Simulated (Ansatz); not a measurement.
Total energies of the cluster Hg3TeBr4 (the lowest singlet isomer of a short search) from Ansatz at PBE-D4/def2-SVP, gas phase (1 Eh = 27.2114 eV = 2625.5 kJ/mol). The reference geometry is relaxed at PBE-D4/def2-SVP.

Cartesian coordinates in Å:
```
Hg -1.977 -0.057 0.970
Hg 0.433 1.539 -1.633
Hg 1.408 -1.834 0.058
Te -0.391 -1.014 -1.759
Br 1.306 3.843 -1.597
Br -1.308 -2.037 2.308
Br -2.632 2.154 0.042
Br 3.161 -2.594 1.611
```

| state | geometry | energy (Eh) |
| --- | --- | --- |
| charge 0 singlet | reference | -11022.65213 |
| charge 1 doublet | reference | -11022.34379 |
| charge -1 doublet | reference | -11022.71912 |
| free Hg atom (singlet) | – | -153.55159 |
| free Te atom (triplet) | – | -267.96343 |
| free Br atom (doublet) | – | -2573.40726 |

In the def2 sets Hg, Te take a core potential; there is no spin–orbit coupling.

Q: Work out the vertical ionisation energy to the doublet.

A: E(charge 1 doublet) − E(charge 0 singlet) = -11022.34379 − (-11022.65213) = 0.30834 Eh = 8.39 eV. For comparison, −ε of the highest occupied level is 6.32 eV at this level, 2.07 eV less.

Q: Work out the vertical electron affinity, to the doublet.

A: E(charge 0 singlet) − E(charge -1 doublet) = -11022.65213 − (-11022.71912) = 0.06699 Eh = 1.82 eV. The basis lacks diffuse functions, which makes affinities too small.

Q: Give the fundamental gap IE − EA, the Mulliken electronegativity (IE + EA)/2 and the hardness (IE − EA)/2.

A: From the values in Eh: IE − EA = 0.30834 − 0.06699 = 0.24135 Eh = 6.57 eV; (IE + EA)/2 = 5.11 eV; (IE − EA)/2 = 3.28 eV. The HOMO–LUMO gap of the same run is 2.58 eV, 3.99 eV smaller than the fundamental gap.

Q: What is the binding energy per atom against free atoms?

A: Atoms: 3 × (-153.55159) + 1 × (-267.96343) + 4 × (-2573.40726) = -11022.24724 Eh. Binding: -11022.24724 − (-11022.65213) = 0.40489 Eh = 11.02 eV, or 1.38 eV for each of 8 atoms (no zero-point energy, no counterpoise term).

At PBE-D4/def2-SVP the highest occupied level of the charge -1 doublet lies above zero (up to 0.06 eV). By energy differences its removal costs 1.82 eV (vertical, to the charge 0 singlet, at PBE-D4/def2-SVP); self-interaction error and the lack of diffuse functions both raise the level. At PBE-D4/def2-SVP the gap within one spin of the charge -1 doublet nearly closes, so an electron or hole may be smeared out by delocalisation error.  

The structure comes from a short search, and lower isomers may exist.
